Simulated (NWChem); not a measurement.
System: MgBrF; SMILES [F][Mg][Br]

Input file for NWChem:

```
start job
memory heap 200 mb stack 900 mb global 1100 mb
geometry units angstroms noautosym nocenter noautoz
  Mg    -0.007495     1.075257     0.000000
  F     -0.164750     2.821061     0.000000
  Br     0.202661    -1.252821     0.000000
end
basis spherical
  * library pcsseg-1
end
dft
  xc xpbe96 cpbe96
  iterations 150
end
property
  shielding
end
task dft property
```

Coordinates come from a PBE0/def2-SVP optimisation.

GIAO values for the isolated, static molecule; σ is the absolute isotropic shielding, δ = σ(reference) − σ with the isolated reference molecule computed at the same levels (19F: trichlorofluoromethane). Spin-orbit effects, on the heavy nuclei and on their neighbours, are missing.

Atoms are numbered as in the input.

Question: Give the results of this calculation. (PBE/pcSseg-1, GIAO.) Quantities: σ Mg1 (ppm); δ F2 (ppm); σ Br3 (ppm).

Answer: 
```json
{
 "σ Mg1 (ppm)": "504.1",
 "δ F2 (ppm)": "-245.0",
 "σ Br3 (ppm)": "3044.0"
}
```
